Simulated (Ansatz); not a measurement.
`[NH2][Sn]([F])([Cl])[Cl]` and `[F][SnH]([Cl])[Cl]` differ in one atom or group.

Ansatz, PBE0-D4/def2-TZVP geometries, multiplicity 1. Each molecule was computed in one conformer, which needn't be the lowest.

Elements past krypton have def2 core potentials.

```tsv
property	`[NH2][Sn]([F])([Cl])[Cl]`
ideal-gas entropy at 298 K and 1 bar (rigid rotor, harmonic PBE0-D4/def2-TZVP) / J/(mol·K)	391
LUMO energy (PBE/def2-TZVPP) / eV	-3.29
HOMO–LUMO gap (B3LYP/def2-TZVPP) / eV	5.76
LUMO energy (ωB97M-V/def2-TZVPP) / eV	-0.30
HOMO energy (PBE0/def2-TZVPP) / eV	-8.70
size of the dipole moment (PBE/def2-TZVPP) / D	3.22
```

Question: Give the same properties after the change, and the shifts. (An estimate is asked.)

Answer: Ansatz gave: 
| property | `[F][SnH]([Cl])[Cl]` | shift |
| --- | --- | --- |
| ideal-gas entropy at 298 K and 1 bar (rigid rotor, harmonic PBE0-D4/def2-TZVP) / J/(mol·K) | 344 | -47 |
| LUMO energy (PBE/def2-TZVPP) / eV | -3.13 | 0.16 |
| HOMO–LUMO gap (B3LYP/def2-TZVPP) / eV | 6.81 | 1.05 |
| LUMO energy (ωB97M-V/def2-TZVPP) / eV | -0.12 | 0.18 |
| HOMO energy (PBE0/def2-TZVPP) / eV | -9.62 | -0.92 |
| size of the dipole moment (PBE/def2-TZVPP) / D | 2.36 | -0.86 |

With PBE0 the HOMO falls by 0.92 eV and the LUMO rises by 0.17 eV, so the gap widens by about 1.09 eV. PBE moves the HOMO by -0.94 eV and ωB97M-V by -0.85 eV. The zero-point energy changes by -48.4 kJ/mol with -6 modes. Dipoles are sizes alone; their direction can turn. Modes under 60 cm⁻¹, often nearly free rotors, make the harmonic entropy too high.

B3LYP here is the variant with VWN-RPA as its local correlation; programs differ in this.
